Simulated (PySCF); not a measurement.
C3H12Si3.

```xyz
18

Si    -0.9451     2.2130     0.0000
Si     1.1821     1.2252     0.0000
Si     0.9575    -1.1074     0.0000
C     -0.3869    -1.7205     1.1995
C     -1.3688    -1.6531     0.0000
C     -0.3869    -1.7205    -1.1995
H     -1.7071     1.7806    -1.2134
H     -0.8594     3.7062     0.0000
H     -1.7071     1.7806     1.2134
H      1.9320     1.6885    -1.2125
H      1.9320     1.6885     1.2125
H      2.3014    -1.7725     0.0000
H     -0.6666    -1.1486     2.0955
H     -0.1903    -2.7626     1.5002
H     -1.8938    -0.6833     0.0000
H     -2.1510    -2.4307     0.0000
H     -0.1903    -2.7626    -1.5002
H     -0.6666    -1.1486    -2.0955
```
Charge 0, spin multiplicity 1.

Coordinates come from a PBE0-D3(BJ)/def2-SVP optimisation. The structure was generated by enumeration, and PubChem lists no compound with its InChIKey, so it may never have been made. The values are those of a single conformer.

Level of theory: PySCF with PBE/pcSseg-1. Non-relativistic, no solvent.

Problem. Give the absolute GIAO shielding of each atom: isotropic value and principal components (ppm). (The exact figures need the calculation; the answer reports its results.)

Solution. 
```csv
atom,σ(iso),σ11,σ22,σ33,span
Si1,446.5,438.3,447.1,454.2,15.9
Si2,456.9,445.0,459.4,466.3,21.3
Si3,355.0,320.6,334.4,410.1,89.4
C4,167.2,146.4,167.5,187.6,41.2
C5,152.2,130.0,159.3,167.3,37.3
C6,167.2,146.4,167.5,187.6,41.2
H7,27.4,23.9,26.4,31.9,8.0
H8,27.3,23.8,24.9,33.3,9.5
H9,27.4,23.9,26.4,31.9,8.0
H10,27.7,24.4,25.1,33.6,9.1
H11,27.7,24.4,25.1,33.6,9.1
H12,25.7,22.4,23.8,30.8,8.3
H13,30.1,25.6,28.4,36.2,10.6
H14,29.5,26.5,26.9,35.1,8.6
H15,28.9,26.1,28.4,32.3,6.1
H16,28.7,24.1,25.9,36.2,12.1
H17,29.5,26.5,26.9,35.1,8.6
H18,30.1,25.6,28.4,36.2,10.6
```
